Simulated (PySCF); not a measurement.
## Vibration and rotation of Ca2

RHF-CCSD(T) constants of Ca2, ¹Σg⁺ (singlet), closed shell (PySCF, spin-free X2C with a Gaussian nucleus, basis sets Ca x2c-TZVPPall; masses 39.9626 and 39.9626 u):

```
ωe              : 46.8 cm⁻¹
ωexe            : 1.04 cm⁻¹
Be              : 0.039595 cm⁻¹
αe              : 0.000807 cm⁻¹
D (centrifugal) : 1.13e-07 cm⁻¹
De to Ca + Ca   : 0.073 eV
```

Q: Give the vibrational terms G(v) and spacings up to v = 5.

A: G(v) = ωe(v+½) − ωexe(v+½)².

```json
{"v": "0", "G(v) (cm⁻¹)": "23", "G(v) − G(v−1)": "", "Bv (cm⁻¹)": "0.03919"}
{"v": "1", "G(v) (cm⁻¹)": "68", "G(v) − G(v−1)": "45", "Bv (cm⁻¹)": "0.03838"}
{"v": "2", "G(v) (cm⁻¹)": "110", "G(v) − G(v−1)": "43", "Bv (cm⁻¹)": "0.03758"}
{"v": "3", "G(v) (cm⁻¹)": "151", "G(v) − G(v−1)": "41", "Bv (cm⁻¹)": "0.03677"}
{"v": "4", "G(v) (cm⁻¹)": "190", "G(v) − G(v−1)": "38", "Bv (cm⁻¹)": "0.03596"}
{"v": "5", "G(v) (cm⁻¹)": "226", "G(v) − G(v−1)": "36", "Bv (cm⁻¹)": "0.03516"}
```

Q: How well does the Morse estimate ωe²/(4ωexe) reproduce De, and what is D0?

A: It gives 0.065 eV, 89 % of the computed De. D0 = De − G(0) = 0.073 − 0.003 = 0.070 eV.

Correlated steps freeze 10 core orbitals. The bond is weak. Basis-set superposition, not corrected here, can be much of De in a small basis, most of all at correlated wavefunction levels.
